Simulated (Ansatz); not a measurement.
H₃InSe₃ (`[SeH][In]([SeH])[SeH]`), relaxed with RKS PBE0-D4/def2-TZVP in Ansatz from a PBE-D4/def2-SVP geometry. The force threshold is 0.005 eV/Å; the program also tests the step.

Total charge 0; spin multiplicity 1. In: def2 effective core potential.

Start:

```xyz
7

Se    0.644    1.724   -1.755
In    0.000   -0.004   -0.005
Se   -2.449   -0.387    0.563
Se    1.804   -1.350    1.178
H    -0.786    2.070   -1.965
H    -2.074   -1.415    1.568
H     2.862   -0.637    0.415
```

(1) By how much does the energy fall, and how many steps does the optimiser take? (An estimate is asked.)

(2) Which bonds change most? (An estimate is asked.)

(3) Give the relaxed structure. (An estimate is asked.)

## Answers

(1) Ansatz gave: 0.86 kcal/mol, in 3 steps.

(2) The calculation gave: In2–Se4 from 2.543 to 2.500 Å; In2–Se3 from 2.543 to 2.500 Å; Se1–In2 from 2.543 to 2.500 Å; Se3–H6 from 1.486 to 1.470 Å.

(3) Computed: 
```xyz
7

Se    0.630    1.695   -1.725
In    0.000   -0.003   -0.004
Se   -2.407   -0.382    0.556
Se    1.776   -1.325    1.157
H    -0.777    2.052   -1.949
H    -2.058   -1.403    1.553
H     2.837   -0.634    0.412
```
